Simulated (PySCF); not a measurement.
## Bond length, frequency and bond energy of SiSe⁺ by level of theory

State: ²Π (doublet), unpaired electrons π ↑. Set-up: PySCF, no relativity, basis sets Si def2-SVP, Se def2-SVP. De refers to Si⁺ + Se in their high-spin ground configurations, without counterpoise correction. The functionals are run spin-unrestricted. A positive dipole points towards Se; it is taken about the centre of mass and depends on that origin.

| Level | Re (Å) | ωe (cm⁻¹) | De (eV) | μ (D) | CPU s a point (SCF and correlation, without the integrals) |
| --- | --- | --- | --- | --- | --- |
| UHF | 2.201 | 491 | 2.15 | -4.75 | 0.32 |
| UHF-MP2 | 2.212 | 482 | 3.30 | n/a | 0.45 |
| UHF-SCS-MP2 | 2.215 | 478 | 3.21 | n/a | n/a |
| UHF-CCSD | 2.218 | 472 | 3.18 | n/a | n/a |
| UHF-CCSD(T) | 2.228 | 457 | 3.34 | n/a | 4.7 |
| PBE | 2.242 | 446 | 4.10 | -4.05 | 1.1 |
| BLYP | 2.260 | 430 | 3.92 | -4.15 | 0.56 |
| r²SCAN | 2.223 | 461 | 3.91 | -4.11 | 1.1 |
| PBE0 | 2.214 | 472 | 3.79 | -4.20 | 1.1 |
| B97-3 | 2.221 | 467 | 3.77 | -4.28 | 0.7 |
| BHandHLYP | 2.205 | 481 | 3.39 | -4.42 | 0.72 |

Question: Which functional lies closest to UHF-CCSD(T) in De, which farthest, and by how much do they differ from it?

Answer: Closest is BHandHLYP (-2.3 pm in Re, +5.3 % in ωe, +0.05 eV in De against UHF-CCSD(T) in the same basis), farthest PBE (+1.4 pm in Re, -2.4 % in ωe, +0.76 eV in De). CCSD(T) converges more slowly with the basis than the functionals do and binds too weakly in this one, so the order can change at the basis-set limit.

Question: What does a quarter of exact exchange do here, going from PBE to PBE0?

Answer: PBE0 less PBE: -2.8 pm in Re, +5.8 % in ωe, -0.31 eV in De. Exact exchange removes part of the self-interaction that spreads semilocal densities, and in most molecules shortens and stiffens the bond and lowers De; so it does here.

Question: What does the step from GGA to meta-GGA do here, going from PBE to r²SCAN?

Answer: r²SCAN less PBE: -1.9 pm in Re, +3.4 % in ωe, -0.19 eV in De. 

Correlated steps freeze 14 core orbitals. Correlated levels converge slowly with the basis: in double zeta they bind strong bonds too weakly, by up to about 1 eV, and carry superposition errors of some tenths. Spin–orbit coupling is left out. For an ion De counts to the pair picked by the measured ionisation energies or electron affinities, which need not be the lowest pair at this level. The state is the lowest determinant that a PBE0 search found; another state may lie lower at other levels.

The whole job (state search and all levels along the bond) took about 2.3 min on 1 thread of Arm Neoverse V1 (shared host), peak memory 0.6 GiB.
